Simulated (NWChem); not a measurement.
System: CH3Cl2In; SMILES [CH3][In]([Cl])[Cl]

```xyz
7

In    -0.2985    -0.0044     0.0013
Cl     1.0051     1.9486    -0.0013
Cl     1.0396    -1.9344    -0.0011
C     -2.4357    -0.0269     0.0018
H     -2.7907    -1.0613     0.0939
H     -2.7922     0.4126    -0.9401
H     -2.7981     0.5777     0.8444
```
Atoms are numbered in this order, from 1.

Level: PBE0/def2-SVP with def2 effective core potentials on In (NWChem), optimised geometry, unscaled harmonic frequencies. def2 effective core potentials on In; no spin-orbit coupling.

Question: List the harmonic frequencies with IR intensities, and the thermochemistry.

Answer: 
```tsv
frequency (cm⁻¹)	IR intensity (km/mol)
14	0.0
101	4.3
104	9.3
109	6.5
357	24.7
378	64.4
521	16.8
727	28.9
754	53.5
1186	1.0
1424	2.3
1427	4.1
3080	0.8
3202	0.1
3215	0.2
```

```
Item                                                                               Result
-----------------------------------------------------------------------  ----------------
zero-point energy                                                           23.7 kcal/mol
thermal correction to the enthalpy at 298.15 K (with zero-point energy)     28.7 kcal/mol
heat capacity Cv                                                         20.0 cal/(mol K)
entropy at 298.15 K and 1 atm (symmetry number 1)                        90.9 cal/(mol K)
```

Rigid rotor and harmonic oscillator; modes under 100 cm⁻¹ make the entropy uncertain.
